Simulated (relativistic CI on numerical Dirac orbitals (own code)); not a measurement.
Energy levels of Ce26+

Method of calculation: Dirac-Coulomb-Breit CI, orbitals from a KLI potential per configuration, a model potential for QED, unscaled Slater integrals (own radial code, finite nucleus).

Configurations in the expansion (outside the closed core [Ar] 3d10): 4s2.4p2, 4s.4p3, 4s2.4p.4d, 4p4, 4s.4p2.4d, 4s2.4p.4f, 4s.4p2.4f, 4p3.4d, 4s.4p.4d2, 4s2.4d.4f, 4p3.4f, 4s2.4d2, 4s.4d3, 4s.4d2.4f, 4p2.4d2, 4p.4d3, 4p.4d2.4f, 4s2.4f2, 4s.4d.4f2, 4s.4f3, 4p2.4f2, 4p.4d.4f2, 4p.4f3, 4s.4p.4d.4f. Double excitations out of closed p, d and f shells are left out; levels of such configurations are missing from the list, as are those of other unlisted configurations, and high levels can miss mixing partners.

The lowest level is 4s2.4p2 3P_0, with 75 % of that term; Hund's rules for 4s2.4p2 give 3P with J = 0, in agreement.

```
No.      Configuration  Term  J   E (eV)   %  Landé g  Lifetime (s)
  1            4s2.4p2    3P  0    0.000  75                       
  2            4s2.4p2    3P  1   21.936  99    1.499      1.34e-05
  3            4s2.4p2    1D  2   24.883  57    1.209      1.28e-03
  4            4s2.4p2    3P  2   49.037  57    1.287      6.45e-06
  5            4s2.4p2    1S  0   55.793  74               3.72e-06
  6        4s.4p3(4S°)   5S°  2   79.475  54    1.720      1.73e-10
  7        4s.4p3(2D°)   3D°  1   90.159  51    0.912      1.74e-11
  8        4s.4p3(2D°)   3D°  2  100.280  53    1.461      8.52e-11
  9        4s.4p3(2D°)   3D°  3  105.752  93    1.330      8.76e-11
 10        4s.4p3(2P°)   3P°  0  112.001  95               2.15e-11
 11        4s.4p3(2D°)   1D°  2  113.939  41    1.066      2.41e-11
 12        4s.4p3(2P°)   3P°  1  114.692  53    1.273      1.23e-11
 13        4s.4p3(4S°)   3S°  1  121.159  43    1.477      3.94e-12
 14          4s2.4p.4d   3F°  2  124.046  69    0.826      1.56e-11
 15          4s2.4p.4d   3F°  3  132.404  77    1.104      1.37e-11
 16        4s.4p3(2P°)   3P°  2  133.805  36    1.280      9.83e-12
 17          4s2.4p.4d   3D°  1  135.135  46    0.844      2.09e-12
 18          4s2.4p.4d   3P°  2  136.243  48    1.306      4.53e-12
 19        4s.4p3(2P°)   1P°  1  146.358  40    1.276      3.54e-12
 20          4s2.4p.4d   3F°  4  151.623  98    1.248      1.46e-05
 21          4s2.4p.4d   3D°  2  154.080  40    1.030      2.40e-12
 22          4s2.4p.4d   3P°  0  155.458  94               2.88e-12
 23          4s2.4p.4d   3D°  3  156.402  54    1.210      2.38e-12
 24          4s2.4p.4d   3P°  1  157.858  62    1.243      2.65e-12
 25          4s2.4p.4d   3P°  2  161.047  42    1.296      3.17e-12
 26          4s2.4p.4d   1F°  3  167.094  68    1.098      2.33e-12
 27          4s2.4p.4d   1P°  1  169.957  71    0.961      3.02e-12
 28                4p4    3P  2  173.349  50    1.336      1.64e-11
 29  4s.4p2(3P)<4P>.4d    5F  1  178.091  63    0.304      7.55e-11
 30  4s.4p2(3P)<4P>.4d    5F  2  180.925  46    1.171      2.37e-11
 31                4p4    1S  0  182.122  44               9.13e-12
 32  4s.4p2(3P)<4P>.4d    5F  3  186.304  33    1.374      1.91e-11
 33                4p4    3P  1  194.720  34    1.333      2.87e-11
 34  4s.4p2(3P)<4P>.4d    3F  2  195.955  56    0.925      1.91e-11
 35  4s.4p2(3P)<4P>.4d    5D  0  196.416  90               9.83e-11
 36                4p4    1D  2  196.672  28    1.135      1.66e-11
 37  4s.4p2(3P)<4P>.4d    5F  3  198.153  46    1.222      4.03e-11
 38  4s.4p2(3P)<4P>.4d    5D  1  199.030  47    1.418      1.20e-11
 39                4p4    3P  2  199.330  23    1.200      8.79e-12
 40  4s.4p2(3P)<4P>.4d    5F  4  199.908  72    1.350      6.58e-10
 41  4s.4p2(3P)<4P>.4d    5D  4  202.178  42    1.332      3.43e-10
 42  4s.4p2(3P)<4P>.4d    5F  5  206.118  66    1.330      2.76e-10
 43  4s.4p2(1D)<2D>.4d    3F  2  206.807  44    1.066      9.04e-12
 44  4s.4p2(3P)<4P>.4d    5P  3  207.555  48    1.391      4.21e-12
 45  4s.4p2(3P)<4P>.4d    5P  2  210.910  58    1.647      2.64e-12
```

Energies count from the lowest computed level; ° marks odd parity; lifetimes are radiative, by E1, M1, E2, M2, E3 decay to levels of this space only. Percentages are summed over parent terms; the parents shown are those of the largest component, closed shells are left out there, and <> holds an intermediate term.

The mean weight of the leading LS term, summed over parents, in these 45 levels is 57 %, and that of the leading jj configuration (from the same eigenvectors) 74 %, so jj coupling describes them better and the LS labels are nominal.

At this charge energies of transitions that change n are usually good to better than 1 %, and those within a shell (Δn = 0) to a few per cent.

LS names give the leading component of a level, which can be under half, so a name can repeat, a term be missing and a line seem to break the LS rules.
